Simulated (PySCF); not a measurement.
SMILES Cl[SiH]([CH2][Ge]([Cl])([Cl])[Cl])Cl (CH3Cl5GeSi), singlet (PBE0/def2-SVP optimised geometry):

```
11

Si     0.746    -0.825    -0.883
Cl     2.774    -0.616    -0.582
Cl     0.121    -2.602    -0.059
C     -0.100     0.589     0.000
Ge    -2.035     0.589     0.000
Cl    -2.812    -0.377    -1.752
Cl    -2.830    -0.405     1.717
Cl    -2.774     2.602     0.000
H      0.493    -0.843    -2.341
H      0.219     0.598     1.055
H      0.220     1.541    -0.455
```

Computed with PBE0/def2-TZVP (PySCF).

**Question.** What are the frontier orbital energies and the dipole moment?

**Answer.** HOMO-2 -9.45 eV, HOMO-1 -9.36 eV, HOMO -9.13 eV, LUMO -1.55 eV, LUMO+1 -0.25 eV; dipole moment 1.68 D.

On the same geometry PBE/def2-TZVP (PySCF) gives HOMO-2 -8.02 eV, HOMO-1 -7.90 eV, HOMO -7.79 eV, LUMO -2.52 eV, LUMO+1 -1.15 eV; dipole moment 1.63 D.

Meta-Löwdin charges at PBE0/def2-TZVP: Si1 0.86, Cl2 -0.28, Cl3 -0.27, C4 -0.69, Ge5 0.94, Cl6 -0.28, Cl7 -0.27, Cl8 -0.27, H9 -0.08, H10 0.17, H11 0.17.
